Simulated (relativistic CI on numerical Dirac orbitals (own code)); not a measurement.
# What each ingredient does to the levels of Hf¹⁵⁺

Base calculation: Dirac-Coulomb-Breit CI, KLI orbitals optimised for each configuration, model QED (radiative potential, 1s self-energy scaled to tabulated hydrogen-like ionisation energies), unscaled Slater integrals.

Configurations in the expansion (outside the closed core [Ar] 3d10): 4s2.4p6.4d10.4f11, 4s2.4p6.4d10.4f9.5s2, 4s2.4p6.4d10.4f10.5p, 4s2.4p6.4d10.4f10.5d, 4s2.4p6.4d9.4f12, 4s2.4p6.4d10.4f10.6s, 4s2.4p6.4d10.4f10.6p, 4s.4p6.4d10.4f12, 4s2.4p4.4d10.4f13, 4s2.4p5.4d9.4f13, 4p6.4d10.4f13, 4s.4p5.4d10.4f13. Levels of other configurations are missing.

Variants: (1) P86 correlation estimate; (2) configuration mixing switched off; (3) Breit term removed. Shifts of the energy above 4s2.4p6.4d10.4f9.5s2 6H°_15/2, in cm⁻¹, for the lowest level and the first level of each name with at least 55 % of one term (blank where a level changes its place among those of its configuration and J or its character, or is not in the variant):

```csv
Level,Base,Δ(1),Δ(2),Δ(3)
4s2.4p6.4d10.4f9.5s2 6H°_15/2,0.0,0.0,0.0,0.0
4s2.4p6.4d10.4f9.5s2 6H°_13/2,9257.2,+1.8,-14.2,+284.2
4s2.4p6.4d10.4f9.5s2 6H°_11/2,14379.4,+0.1,+4.8,+69.4
4s2.4p6.4d10.4f9.5s2 6F°_11/2,17884.9,+2.5,-19.0,+48.5
4s2.4p6.4d10.4f9.5s2 6H°_7/2,22519.5,-0.1,+9.0,+170.0
4s2.4p6.4d10.4f9.5s2 6F°_7/2,25114.0,-0.2,+5.9,-92.8
4s2.4p6.4d10.4f9.5s2 6H°_5/2,25131.3,-0.4,+13.1,+177.5
4s2.4p6.4d10.4f9.5s2 6F°_5/2,28749.1,+0.8,-1.8,-26.0
4s2.4p6.4d10.4f9.5s2 6F°_3/2,29846.0,+0.1,+5.9,-306.2
4s2.4p6.4d10.4f9.5s2 6F°_1/2,31565.5,+1.5,-6.0,-134.3
4s2.4p6.4d10.4f9.5s2 4M°_21/2,43130.2,+3.0,-24.1,+1540.9
4s2.4p6.4d10.4f9.5s2 4G°_11/2,43704.9,-24.5,+193.7,-106.1
4s2.4p6.4d10.4f9.5s2 4I°_13/2,47207.5,-25.6,+131.3,+271.7
4s2.4p6.4d10.4f9.5s2 4I°_11/2,52505.0,-17.1,+97.1,+249.8
```

At this charge energies of transitions that change n are usually good to better than 1 %, and those within a shell (Δn = 0) to a few per cent. Terms inside the open d or f shell come out 10 to 20 % too wide with unscaled integrals. Levels and lines within the n = 5 or 6 shells can be off by up to 10 % or somewhat more, and those that change n by about 2 %, since core polarisation is missing. The computed lowest level isn't the tabulated ground level, which NIST ASD gives as 4f11 °.

Ionisation energy from the two ground configurations alone: base 335.406 eV; P86 correlation estimate 337.2 eV; Breit term removed 335.332 eV. The NIST ASD value (theoretical) is 359 eV. The gap of more than 2 % comes from missing correlation, or from a tabulated value that is itself an estimate.

LS names give the leading component of a level, which can be under half, so a name can repeat, a term be missing and a line seem to break the LS rules.
